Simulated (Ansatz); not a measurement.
Ansatz (an electronic-structure program) input (B3LYP-D3(BJ)/def2-TZVP):

Ansatz 0.2 input:
```yaml
crystal:
  periodic: [false, false, false]
  atoms:
    - {symbol: Cu, position_ang: [-0.00000000, -0.00000000, -0.41954120]}
    - {symbol: F, position_ang: [0.00000000, 0.00000000, 1.35185499]}
basis:
  gaussian:
    orbitals: def2-TZVP
hamiltonian:
  xc: b3lyp
  dispersion: d3bj
phonons: {temperatures: {t_min: 298.15, t_max: 298.15, t_step: 100}}
```

Output:

```
Functional definition: B3LYP
integrals: 0.02 GiB planned
705 factors; integrals over basis functions are off by at most 4.6e-4 eV
mean field: 0.22 GiB planned
mean field evaluation 1: about -47354.3841 eV, gradient 7.2e1 eV
mean field evaluation 2: about -47266.9951 eV, gradient 3.1e2 eV
mean field evaluation 4: about -47359.6996 eV, gradient 2.1e1 eV
mean field evaluation 8: about -47360.2116 eV, gradient 2.9e-1 eV
mean field evaluation 16: about -47360.2119 eV, gradient 2.7e-5 eV
mean field -47360.21193425 eV, -1740.4556866790 hartree, gradient 2.7e-5 eV, S^2 0.000000; 0 other end points of the search recorded, 0 dependent functions left out
the calculation of the forces begins
reference -47360.21211364 eV, -1740.4556932715 hartree; 19, 19 occupied and 57, 57 virtual orbitals, 705 factors
these checks for a lower state are left out or cut short: stability, starts, cluster_reference, orbital_swaps, neighbouring_geometries, increment
integrals: 0.02 GiB planned
705 factors; integrals over basis functions are off by at most 4.6e-4 eV
mean field: 0.22 GiB planned
mean field -47360.21193425 eV, -1740.4556866790 hartree, gradient 4.1e-7 eV, S^2 0.000000; 0 other end points of the search recorded, 0 dependent functions left out
the calculation of the forces begins
reference -47360.21211364 eV, -1740.4556932715 hartree; 19, 19 occupied and 57, 57 virtual orbitals, 705 factors
these checks for a lower state are left out or cut short: stability, starts, cluster_reference, orbital_swaps, neighbouring_geometries, increment
integrals: 0.02 GiB planned
705 factors; integrals over basis functions are off by at most 4.6e-4 eV
mean field: 0.22 GiB planned
mean field evaluation 32: about -47360.2119 eV, gradient 4.1e-7 eV
mean field -47360.21193425 eV, -1740.4556866790 hartree, gradient 4.1e-7 eV, S^2 0.000000; 0 other end points of the search recorded, 0 dependent functions left out
the calculation of the forces begins
reference -47360.21211364 eV, -1740.4556932715 hartree; 19, 19 occupied and 57, 57 virtual orbitals, 705 factors
these checks for a lower state are left out or cut short: stability, starts, cluster_reference, orbital_swaps, neighbouring_geometries, increment
integrals: 0.02 GiB planned
705 factors; integrals over basis functions are off by at most 4.6e-4 eV
mean field: 0.22 GiB planned
mean field -47360.21193425 eV, -1740.4556866790 hartree, gradient 4.1e-7 eV, S^2 0.000000; 0 other end points of the search recorded, 0 dependent functions left out
the calculation of the forces begins
reference -47360.21211364 eV, -1740.4556932715 hartree; 19, 19 occupied and 57, 57 virtual orbitals, 705 factors
these checks for a lower state are left out or cut short: stability, starts, cluster_reference, orbital_swaps, neighbouring_geometries, increment
integrals: 0.02 GiB planned
705 factors; integrals over basis functions are off by at most 4.6e-4 eV
mean field: 0.22 GiB planned
mean field -47360.21193425 eV, -1740.4556866790 hartree, gradient 4.1e-7 eV, S^2 0.000000; 0 other end points of the search recorded, 0 dependent functions left out
the calculation of the forces begins
reference -47360.21211364 eV, -1740.4556932715 hartree; 19, 19 occupied and 57, 57 virtual orbitals, 705 factors
these checks for a lower state are left out or cut short: stability, starts, cluster_reference, orbital_swaps, neighbouring_geometries, increment
integrals: 0.02 GiB planned
705 factors; integrals over basis functions are off by at most 4.7e-4 eV
mean field: 0.22 GiB planned
mean field -47360.21187545 eV, -1740.4556845183 hartree, gradient 2.0e-6 eV, S^2 0.000000; 0 other end points of the search recorded, 0 dependent functions left out
the calculation of the forces begins
reference -47360.21205492 eV, -1740.4556911137 hartree; 19, 19 occupied and 57, 57 virtual orbitals, 705 factors
these checks for a lower state are left out or cut short: stability, starts, cluster_reference, orbital_swaps, neighbouring_geometries, increment
integrals: 0.02 GiB planned
705 factors; integrals over basis functions are off by at most 4.6e-4 eV
mean field: 0.22 GiB planned
mean field -47360.21187752 eV, -1740.4556845942 hartree, gradient 1.9e-6 eV, S^2 0.000000; 0 other end points of the search recorded, 0 dependent functions left out
the calculation of the forces begins
reference -47360.21205683 eV, -1740.4556911838 hartree; 19, 19 occupied and 57, 57 virtual orbitals, 705 factors
these checks for a lower state are left out or cut short: stability, starts, cluster_reference, orbital_swaps, neighbouring_geometries, increment
integrals: 0.02 GiB planned
705 factors; integrals over basis functions are off by at most 4.6e-4 eV
mean field: 0.22 GiB planned
mean field evaluation 64: about -47360.2119 eV, gradient 8.6e-5 eV
mean field -47360.21193425 eV, -1740.4556866790 hartree, gradient 4.1e-7 eV, S^2 0.000000; 0 other end points of the search recorded, 0 dependent functions left out
the calculation of the forces begins
reference -47360.21211364 eV, -1740.4556932715 hartree; 19, 19 occupied and 57, 57 virtual orbitals, 705 factors
these checks for a lower state are left out or cut short: stability, starts, cluster_reference, orbital_swaps, neighbouring_geometries, increment
integrals: 0.02 GiB planned
705 factors; integrals over basis functions are off by at most 4.6e-4 eV
mean field: 0.22 GiB planned
mean field -47360.21193425 eV, -1740.4556866790 hartree, gradient 4.1e-7 eV, S^2 0.000000; 0 other end points of the search recorded, 0 dependent functions left out
the calculation of the forces begins
reference -47360.21211364 eV, -1740.4556932715 hartree; 19, 19 occupied and 57, 57 virtual orbitals, 705 factors
these checks for a lower state are left out or cut short: stability, starts, cluster_reference, orbital_swaps, neighbouring_geometries, increment
integrals: 0.02 GiB planned
705 factors; integrals over basis functions are off by at most 4.6e-4 eV
mean field: 0.22 GiB planned
mean field -47360.21193425 eV, -1740.4556866790 hartree, gradient 4.1e-7 eV, S^2 0.000000; 0 other end points of the search recorded, 0 dependent functions left out
the calculation of the forces begins
reference -47360.21211364 eV, -1740.4556932715 hartree; 19, 19 occupied and 57, 57 virtual orbitals, 705 factors
these checks for a lower state are left out or cut short: stability, starts, cluster_reference, orbital_swaps, neighbouring_geometries, increment
integrals: 0.02 GiB planned
705 factors; integrals over basis functions are off by at most 4.6e-4 eV
mean field: 0.22 GiB planned
mean field -47360.21193425 eV, -1740.4556866790 hartree, gradient 4.1e-7 eV, S^2 0.000000; 0 other end points of the search recorded, 0 dependent functions left out
the calculation of the forces begins
reference -47360.21211364 eV, -1740.4556932715 hartree; 19, 19 occupied and 57, 57 virtual orbitals, 705 factors
these checks for a lower state are left out or cut short: stability, starts, cluster_reference, orbital_swaps, neighbouring_geometries, increment
integrals: 0.02 GiB planned
705 factors; integrals over basis functions are off by at most 4.6e-4 eV
mean field: 0.22 GiB planned
mean field -47360.21187752 eV, -1740.4556845942 hartree, gradient 1.9e-6 eV, S^2 0.000000; 0 other end points of the search recorded, 0 dependent functions left out
the calculation of the forces begins
reference -47360.21205683 eV, -1740.4556911838 hartree; 19, 19 occupied and 57, 57 virtual orbitals, 705 factors
these checks for a lower state are left out or cut short: stability, starts, cluster_reference, orbital_swaps, neighbouring_geometries, increment
integrals: 0.02 GiB planned
705 factors; integrals over basis functions are off by at most 4.7e-4 eV
mean field: 0.22 GiB planned
mean field evaluation 96: about -47360.1724 eV, gradient 3.2e-1 eV
mean field -47360.21187545 eV, -1740.4556845183 hartree, gradient 2.0e-6 eV, S^2 0.000000; 0 other end points of the search recorded, 0 dependent functions left out
the calculation of the forces begins
reference -47360.21205492 eV, -1740.4556911137 hartree; 19, 19 occupied and 57, 57 virtual orbitals, 705 factors
Total energy: -47360.23196583 eV, -1740.4564228260 hartree
Atom 0 at    -0.000000    -0.000000    -0.419541 Å, force    -0.000000     0.000000    -0.000108 eV/Å
Atom 1 at     0.000000     0.000000     1.351855 Å, force    -0.000000    -0.000000     0.000108 eV/Å
Dipole moment:     0.000000    -0.000000    -1.088813 e Å
Vibrations: 586.27 cm⁻¹, zero-point energy 0.036344 eV
```
